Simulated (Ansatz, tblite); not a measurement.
Removing and adding an electron: K₂Sn₂Cl₆. Charge 0, multiplicity 1. Geometry: r2SCAN-D4/def2-SVP. Ansatz, gas phase; energy differences of separate SCF runs; the oxidised species was run as a doublet alone; the reduced species was run as a doublet alone.

```xyz
10

K     0.159   -0.521   -2.383
K    -0.319    0.368    1.569
Sn    2.172   -2.352    2.325
Sn   -2.055    2.517   -1.773
Cl    1.080   -2.055    0.000
Cl   -1.441    1.517   -3.975
Cl    0.321    2.280   -0.890
Cl   -0.056   -2.080    3.420
Cl    2.631    0.096    2.452
Cl   -2.493    0.229   -0.743
```

In the def2 sets Sn takes a core potential; there is no spin–orbit coupling. The xTB rows come from tblite. HOMO above LUMO, or a gap near zero within one spin, warns that the state may not be the lowest or that an electron is smeared out. The structure comes from a short search, and lower isomers may exist.

```
           level  −HOMO (eV)  vertical IE (eV)  −LUMO (eV)  vertical EA (eV)  HOMO–LUMO gap (eV)  IE − EA (eV)                                                                                                               remarks
        GFN2-xTB       10.87             12.94        7.90              5.13                2.97          7.81                                                                                                                     –
PBE-D4/def2-TZVP        6.28              8.27        2.06              0.43                4.22          7.83  HOMO above zero (-1 doublet), gap within one spin near zero (+1 doublet), gap within one spin near zero (-1 doublet)
B97M-V/def2-TZVP        6.44              8.39        1.92              0.37                4.52          8.02  HOMO above zero (-1 doublet), gap within one spin near zero (+1 doublet), gap within one spin near zero (-1 doublet)
```

Estimate the rows for GFN1-xTB, PBE0-D4/def2-TZVP.


```
            level  −HOMO (eV)  vertical IE (eV)  −LUMO (eV)  vertical EA (eV)  HOMO–LUMO gap (eV)  IE − EA (eV)                       remarks
         GFN1-xTB       12.54             14.22        7.47              5.74                5.08          8.48                             –
PBE0-D4/def2-TZVP        7.29              8.75        1.37              0.23                5.92          8.51  HOMO above zero (-1 doublet)
```

   A HOMO above zero means that the electron is unbound at that level or that self-interaction error raises the level; the energy of removing that electron tells which. Raw xTB energy differences between charge states are shifted by several eV; the methods need an empirical correction for them. Sets without diffuse functions give affinities that are too small.
